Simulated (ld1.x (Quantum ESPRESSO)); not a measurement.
# Which change was made? (Cl, ultrasoft)

Cl, ultrasoft, made with ld1.x (Quantum ESPRESSO) 7.5 (LDA (PZ), scalar-relativistic). Core [Ne], reference 3s1 3p6. Waves: 3s (bound): rcut 1.10, rcutus 1.45 bohr; 3s channel at -0.55 Ry: rcut 1.10, rcutus 1.45 bohr; 3p (bound): rcut 0.95, rcutus 1.10 bohr; 3p channel at 1.25 Ry: rcut 0.95, rcutus 1.10 bohr. Local part: all-electron potential smoothed inside 1.05 bohr (lloc = -1). Core correction: none. Augmentation charge: PSQ, inside the norm-conserving radii.

Cutoffs, loose and tight: the cutoffs (Ry, on a coarse ladder) from which the occupation-weighted sum of valence levels, in a spherical-Bessel basis at the reference potential, stays within 10 and 1 mRy of its value at 400 Ry. They do not see the model core or the augmentation charge, which bear on the density cutoff. Test errors are all-electron minus pseudo excitation energies from the reference, over the configurations 3s2 3p5; 3s2 3p4; 3s2 3p3; 3s2 3p4.5; 3s1 3p5; 3s2 3p1; 3s2 3p2 (two spin-polarised tests are not counted in the largest error); variants that change the core or the reference have their own tests. The largest error is taken over the tests solved by every variant that gives reliable tests at all, those not shown here included: 3s1 3p5; 3s2 3p1; 3s2 3p3; 3s2 3p4; 3s2 3p4.5; 3s2 3p5.

The base gives: outcome: generated; cutoff, loose: 35 Ry; cutoff, tight: 70 Ry; bound ghosts: none; largest test error (meV): +140.

After one change the result is: outcome: failed: chargeps: negative rho. Which change was it?
A. all radii scaled by about 0.94 (s 1.36, p 1.04 bohr, rcut 1.04/0.90); local potential all-electron potential smoothed inside 0.98 bohr (lloc = -1)
B. local potential all-electron potential smoothed inside 0.60 bohr (lloc = -1)
C. waves 3p (bound): rcut 0.72, rcutus 0.76 bohr; 3p channel at 1.25 Ry: rcut 0.72, rcutus 0.76 bohr
D. core correction a·sin(br)/r model core inside 1.26 bohr

C. The others give: core correction a·sin(br)/r model core inside 1.26 bohr → outcome: generated; cutoff, loose: 35 Ry; cutoff, tight: 70 Ry; bound ghosts: none; largest test error (meV): +105 | local potential all-electron potential smoothed inside 0.60 bohr (lloc = -1) → outcome: generated; cutoff, loose: 35 Ry; cutoff, tight: 80 Ry; bound ghosts: s, p; largest test error (meV): +138 | all radii scaled by about 0.94 (s 1.36, p 1.04 bohr, rcut 1.04/0.90); local potential all-electron potential smoothed inside 0.98 bohr (lloc = -1) → outcome: generated; cutoff, loose: 35 Ry; cutoff, tight: 80 Ry; bound ghosts: p; largest test error (meV): +130.
